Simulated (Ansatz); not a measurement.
Gas-phase electronic energies from Ansatz, PBE0-D4/def2-TZVP geometries. CBS: MP2 limit from def2 TZ/QZ plus the TZ coupled-cluster correction, frozen cores. This one scheme is used for every species. Functionals use def2-TZVPP. B3LYP here is the variant with VWN-RPA as its local correlation; programs differ in this. HSE06 is defined as in plane-wave codes. def2 core potentials past Kr. For Sn outer-core shells are correlated without core-valence functions, which leaves a few kJ/mol of doubt a bond. Each species was taken in one conformer, which may not be the lowest.

`[Cl][SnH2][Si](Cl)(Cl)Cl` + H₂O → `[OH][SnH2][Cl]` + `Cl[SiH](Cl)Cl`  (formal hydrolysis of the Sn–Si bond)

`[Cl][SnH2][Si](Cl)(Cl)Cl`:

Cartesian coordinates in Å:
```
Cl -0.149 -2.593 -1.193
Sn 0.366 -1.134 0.552
Si -0.288 1.179 -0.343
Cl 0.783 1.626 -2.017
Cl 0.097 2.599 1.077
Cl -2.273 1.234 -0.796
H 2.037 -1.289 0.835
H -0.575 -1.621 1.884
```

H₂O:

Z-matrix (Å, degrees):
```
O
H 1 0.960
H 1 0.960 2 105.1
```

`[OH][SnH2][Cl]`:

Cartesian coordinates in Å:
```
O 0.675 1.383 0.134
Sn -0.360 -0.270 0.214
Cl -0.331 -1.185 -1.928
H 1.556 1.268 -0.231
H 0.398 -1.410 1.224
H -1.939 0.215 0.587
```

`Cl[SiH](Cl)Cl`:

```xyz
5

Cl   -0.452   -0.529    1.870
Si   -0.069   -0.057   -0.066
Cl   -0.341    1.935   -0.344
Cl    1.847   -0.548   -0.518
H    -0.985   -0.802   -0.941
```

```csv
level,ΔE (kJ/mol),difference from CCSD(T)/CBS
LDA (SPW92),10.4,10.0
PBE-D4,12.0,11.6
revPBE-D4,11.6,11.2
BLYP-D4,3.0,2.6
B97M-V,-10.0,-10.4
PBE0-D4,12.0,11.6
B3LYP-D4,3.3,2.9
r2SCANh-D4,-0.9,-1.3
r2SCAN0-D4,1.3,0.9
HSE06-D4,12.3,11.9
BHLYP-D4,2.4,2.0
CAM-B3LYP-D4,-6.5,-6.9
ωB97X-V,-6.8,-7.2
ωB97M-V,-2.9,-3.3
B2PLYP,-10.8,-11.2
PBE-QIDH,0.6,0.2
PBE,2.7,2.3
revPBE,-0.1,-0.5
r2SCAN,-5.5,-5.9
PBE0,3.1,2.7
r2SCANh,-4.1,-4.5
r2SCAN0,-2.2,-2.6
HSE06,3.5,3.1
BHLYP,-14.9,-15.3
LC-ωPBE,-8.1,-8.5
RPA@PBE/def2-TZVPP,-8.3,-8.7
HF/def2-SVP,-14.0,-14.4
MP2/def2-SVP,-11.8,-12.2
CCSD/def2-SVP,-8.8,-9.2
CCSD(T)/def2-SVP,-7.3,-7.7
HF/def2-TZVPP,-25.5,-25.9
MP2/def2-TZVPP,-1.9,-2.3
SCS-MP2/def2-TZVPP,-10.6,-11.0
CCSD/def2-TZVPP,-6.5,-6.9
CCSD(T)/def2-TZVPP,-4.3,-4.7
MP2/def2-QZVPP,0.1,-0.3
SCS-MP2/def2-QZVPP,-8.9,-9.3
HF/CBS(def2),-27.9,-28.3
MP2/CBS(def2),2.8,2.4
CCSD/CBS(def2),-1.8,-2.2
CCSD(T)/CBS,0.4,0
```

Largest T1 diagnostic among the species: 0.013.

From r2SCAN to r2SCAN0 (25 % exact exchange), in def2-TZVPP and without D4, ΔE moves by +3.4 kJ/mol. The D4 term adds +15.1 kJ/mol with B3LYP and +8.8 kJ/mol with PBE0; it sums over pairs of atoms, weighted by their polarisabilities, and B3LYP, whose exchange is more repulsive, gets the larger term. At CCSD(T), def2-SVP lies −7.7 kJ/mol from the extrapolated value and def2-TZVPP −4.7 kJ/mol.
